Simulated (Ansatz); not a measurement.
`[NH2][Ti]([NH2])([OH])[OH]` + H–F → `[NH2][Ti]([OH])([OH])[F]` + NH₃  (ligand exchange at a Ti–N bond)

Program: Ansatz. Geometries: PBE0-D4/def2-TZVP. ΔE: electronic, gas phase. CCSD(T)/CBS adds triple-zeta CCSD(T) − MP2 to the extrapolated MP2 energy (def2 sets, frozen cores). This one scheme is used for every species. Functionals use def2-TZVPP. HSE06 is defined as in plane-wave codes. For Ti outer-core shells are correlated without core-valence functions, which leaves a few kJ/mol of doubt a bond. Scalar relativity is left out up to krypton. Each species was taken in one conformer, which may not be the lowest.

```tsv
level	ΔE (kJ/mol)
HSE06	-113.4
MP2/def2-QZVPP	-98.7
```

**Question.** What does CCSD(T)/CBS give? (Estimate.)

**Answer.** The calculation gave: -99.3 kJ/mol. The listed levels differ from it by -14.1, 0.6 kJ/mol.

Largest T1 diagnostic among the species: 0.024, so the coupled-cluster value is less sure than usual.

The D4 term adds +6.8 kJ/mol with B3LYP and +3.8 kJ/mol with PBE0; it sums over pairs of atoms, weighted by their polarisabilities, and B3LYP, whose exchange is more repulsive, gets the larger term. From r2SCAN to r2SCAN0 (25 % exact exchange), in def2-TZVPP and without D4, ΔE moves by +4.4 kJ/mol. Leaving LDA and LC-ωPBE aside and taking each functional with its dispersion term where it has one, the values, not all of them listed here, spread over 13.8 kJ/mol, from B97M-V to PBE-QIDH. LDA lies +7.4 kJ/mol from PBE without D4.

B3LYP here is the variant with VWN-RPA as its local correlation; programs differ in this.
